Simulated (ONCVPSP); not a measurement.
**Before and after: ONCV potential for tin (Sn)**

ONCVPSP 4.0.1 input, shortened (lines: element, Z, core and valence counts, functional; n l f; lmax; l rc ep ncon nbas qcut; lloc lpopt rc5 dvloc0; l nproj debl; icmod fcfact rcfact), PBEsol, scalar-relativistic:

```
  Sn 50.00    6    5  -116133      upf
    1    0    2.00
    2    0    2.00
    2    1    6.00
    3    0    2.00
    3    1    6.00
    3    2   10.00
    4    0    2.00
    4    1    6.00
    4    2   10.00
    5    0    2.00
    5    1    1.00
    2
    0    1.45    0.00    5    9    9.40
    1    1.75    0.00    5    9    9.30
    2    1.00    0.00    3    6    9.90
    2    5    1.00    0.00
    0    2    2.30
    1    2    1.80
    2    0    2.50
    0    0.00    0.00
```

All-electron outer shells of the reference configuration (PBEsol, scalar-relativistic, ld1.x):

```json
{"shell": "3p", "level (eV)": "-706.51", "outermost node (bohr)": "0.14", "outermost maximum (bohr)": "0.30"}
{"shell": "3d", "level (eV)": "-481.42", "outermost node (bohr)": "–", "outermost maximum (bohr)": "0.25"}
{"shell": "4s", "level (eV)": "-141.76", "outermost node (bohr)": "0.40", "outermost maximum (bohr)": "0.74"}
{"shell": "4p", "level (eV)": "-97.58", "outermost node (bohr)": "0.41", "outermost maximum (bohr)": "0.79"}
{"shell": "4d", "level (eV)": "-33.78", "outermost node (bohr)": "0.39", "outermost maximum (bohr)": "0.88"}
{"shell": "5s", "level (eV)": "-17.88", "outermost node (bohr)": "0.98", "outermost maximum (bohr)": "1.99"}
{"shell": "5p", "level (eV)": "-10.28", "outermost node (bohr)": "1.08", "outermost maximum (bohr)": "2.43"}
```

Change: s: qcut 5.9; p: qcut 5.8; d: qcut 6.2.

Cutoffs: the cutoffs (Ha) at which the residual kinetic energy of the hardest occupied pseudo-wave falls to 1 and 0.1 mHa per electron; they do not see the model core or the augmentation charge, which bear on the density cutoff. Errors are all-electron minus pseudo energies relative to the spin-unpolarised reference configuration.

Question: What does the change do?

Answer: Of the 4 tests that both files solve, the error grows in 2 and shrinks in 0 by more than 15 % and 0.3 meV (median size 2.5 → 2.4 meV); neither file shows a bound ghost.

| quantity | base | changed |
| --- | --- | --- |
| cutoffs, loose and tight | 44 Ha, 62 Ha | not determined |
| bound ghosts | none | none |
| GHOST(+) flags under 300 eV | none | s at 199.2 eV |
| error for 4s2 4p6 4d10 5s2 5p2, meV [ΔE -6.90 eV] | +1.5 | +1.6 |
| error for 4s2 4p6 4d10 5s2 5p0, meV [ΔE 13.97 eV] | -3.4 | -3.3 |
| error for 4s2 4p6 4d10 5s1 5p0, meV [ΔE 44.99 eV] | -10 | -12 |
| error for 4s2 4p6 4d10 5s1 5p2, meV [ΔE 7.69 eV] | -0.6 | -1.5 |
| s: phases at 1.47 bohr within 0.05 rad from the reference energy up to (Ha; the scan ends near 5) | to the end of the scan | to the end of the scan |
| p: phases at 1.78 bohr within 0.05 rad from the reference energy up to (Ha; the scan ends near 5) | to the end of the scan | to the end of the scan |
| d: phases at 1.01 bohr within 0.05 rad from the reference energy up to (Ha; the scan ends near 5) | to the end of the scan | to the end of the scan |
